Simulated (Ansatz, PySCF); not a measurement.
Stretching the Se1–H2 bond in CH4OSe (SMILES CO[SeH]) (multiplicity 1 held, fragments rigid). Energies count from the point at 1.484 Å.
Geometry at that point (charge 0, multiplicity 1):
```xyz
7

Se    -0.415    -0.175     0.595
H     -1.210    -1.128    -0.218
O      1.002    -0.073    -0.529
C      0.820     0.782    -1.655
H      0.545     1.796    -1.355
H      1.781     0.802    -2.172
H      0.055     0.390    -2.333
```

U- levels take the lowest unrestricted solution at each point, which mixes spins at long bonds. Active spaces are followed from a long bond inwards. Left out are points that failed, MP2 points in a non-variational dive below the minimum, coupled-cluster points behind a sign of a changed root (a jump of the amplitudes, or a one-step jump against full CI or MRCI), small-basis points behind a change of solution, and semi-empirical points at long bonds. Curves can end on different states.

Correlated levels freeze the cores. Filled d and f shells under p-block atoms count as core. Rows in LANL2DZ carry no dispersion term and start afresh at each structure. LANL2DZ brings its own core potentials from Na on.

Run with Ansatz (Gaussian basis) for Hartree–Fock, density functionals and correlated methods; PySCF for LANL2DZ rows. Values without a source in brackets are computed.

Energies in kJ/mol.

| R (Å) | U-B3LYP/LANL2DZ | U-MP2/cc-pVTZ | U-CCSD(T)/cc-pVTZ | CASSCF(4,3)/cc-pVTZ | FIC-MRCISD+Q on CASSCF(4,3)/cc-pVTZ |
|---|---|---|---|---|---|
| 1.187 | 160 | 140 | 143 | 149 | 142 |
| 1.335 | 35 | 24 | 26 | 29 | 26 |
| 1.484 | 0 | 0 | 0 | 0 | 0 |
| 1.632 | 9 | 21 | 18 | 15 | 18 |
| 1.780 | 39 | 62 | 55 | 49 | [?] |
| 2.003 | 98 | 166 | 123 | 111 | 122 |
| 2.226 | 160 | 239 | 188 | 167 | 182 |
| 2.596 | 229 | 284 | 268 | 232 | [?] |
| 2.967 | 256 | 297 | 298 | 264 | [?] |
| 3.413 | 267 | left out | left out | 278 | 306 |
| 4.006 | left out | 304 | 308 | 283 | 312 |
| 4.748 | left out | 304 | 309 | 284 | 313 |

Task: Fill in the missing entries.

Result: 
- 2.596, FIC-MRCISD+Q on CASSCF(4,3)/cc-pVTZ: 253
- 2.967, FIC-MRCISD+Q on CASSCF(4,3)/cc-pVTZ: 289
- 1.780, FIC-MRCISD+Q on CASSCF(4,3)/cc-pVTZ: 56

Doubts at one or more of the structures used: a spin-contaminated determinant (U-B3LYP/LANL2DZ, U-MP2/cc-pVTZ, U-CCSD(T)/cc-pVTZ); T1 above 0.05 (U-CCSD(T)/cc-pVTZ); active orbitals that take no part (CASSCF(4,3)/cc-pVTZ, FIC-MRCISD+Q on CASSCF(4,3)/cc-pVTZ).

Ansatz is an electronic-structure program.
